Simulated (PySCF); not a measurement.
wB97X-V on Ba⁻ (barium, charge -1), [Xe] 5d1 6s2, 2D determinant. Calculation: PySCF 2.14, in def2-TZVPPD with the def2 core potential (46 electrons); scalar relativity through the core potential.

```
cycle= 1 E= -25.4044330046472  delta_E= -0.00313  |g|= 0.0117  |ddm|= 0.437
cycle= 2 E= -25.4046560895647  delta_E= -0.000223  |g|= 0.00326  |ddm|= 0.0957
cycle= 3 E= -25.4047082471494  delta_E= -5.22e-05  |g|= 0.00146  |ddm|= 0.0516
cycle= 4 E= -25.4047253276975  delta_E= -1.71e-05  |g|= 0.000603  |ddm|= 0.0315
cycle= 5 E= -25.404728932583  delta_E= -3.6e-06  |g|= 0.000109  |ddm|= 0.0132
cycle= 6 E= -25.4047290471789  delta_E= -1.15e-07  |g|= 4.95e-05  |ddm|= 0.00121
cycle= 7 E= -25.4047290770064  delta_E= -2.98e-08  |g|= 1.42e-05  |ddm|= 0.000993
cycle= 8 E= -25.4047290789245  delta_E= -1.92e-09  |g|= 3.28e-06  |ddm|= 0.000196
cycle= 9 E= -25.4047290790155  delta_E= -9.1e-11  |g|= 9.74e-07  |ddm|= 9.09e-05
converged SCF energy = -25.4047290790155  <S^2> = 0.75462376  2S+1 = 2.0046184
```

Highest occupied orbital energy: 0.368 eV; ⟨L²⟩ = 6.03; populations by l: s 4.00, p 6.00, d 1.00, f 0.00.

**Question.** Can this result be used?

**Answer.** With care. Self-consistency was reached. Energies and moments cover only the electrons outside the core potential. Spin-orbit coupling, absent here, splits the open shell strongly. The configuration of this anion was assumed by filling the next shell in order. It is not the known or likely ground configuration (Ca⁻, Sr⁻ and Ba⁻, for instance, bind a p electron), so these values are not the electron affinity of the element. At wB97X-V the highest occupied level has a positive energy, so only the finite basis holds that electron.
